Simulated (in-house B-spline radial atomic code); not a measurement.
# Ionising the antimony ion Sb⁴⁺ with different functionals

Computed with a radial B-spline atomic code at the basis-set limit: four-component Dirac-Coulomb Hamiltonian, Fermi nucleus of rms radius 4.6802 fm, spin-restricted, spherical fractional occupations for the functionals. The ionisation energy is the difference of two self-consistent energies, [Kr] 4d10 5s1 → [Kr] 4d10, without Breit or QED terms; ε is the level of the shell that loses the electron (mean over j).

Hybrids are left out here: with spherical fractional occupations of an open shell their exact exchange keeps a self-interaction that integer-occupation calculations don't have.

```
           method  rung  ΔSCF (eV)  -ε(5s) (eV)
         LDA VWN5   LDA      55.86        50.30
 relativistic LDA   LDA      55.78        50.23
         LDA PW92   LDA      55.86        50.30
LDA exchange-only   LDA          ?            ?
              PBE   GGA      55.42        49.77
           PBEsol   GGA      55.31        49.76
             BLYP   GGA      55.70        49.98
             RPBE   GGA      55.24        49.52
             PW91   GGA      55.54        49.87
             BP86   GGA      55.35        49.90
             AM05   GGA      55.26        49.74
             OLYP   GGA          ?            ?
```

**Question.** What does OLYP give?

**Answer.** ΔSCF 55.21 eV, and -ε(5s) = 49.35 eV.

**Question.** What does LDA exchange-only give?

**Answer.** ΔSCF 54.50 eV, and -ε(5s) = 48.92 eV.

**Question.** How do they compare with the NIST value?

**Answer.** NIST lists 55.0 eV ± 0.1 (semi-empirical, ground level to ground level). Errors run from -0.50 to +0.86 eV; OLYP is closest (+0.21 eV), though others lie within the uncertainty of it, and part of that can be cancellation, since the calculations leave out Breit-QED terms, spin polarisation.
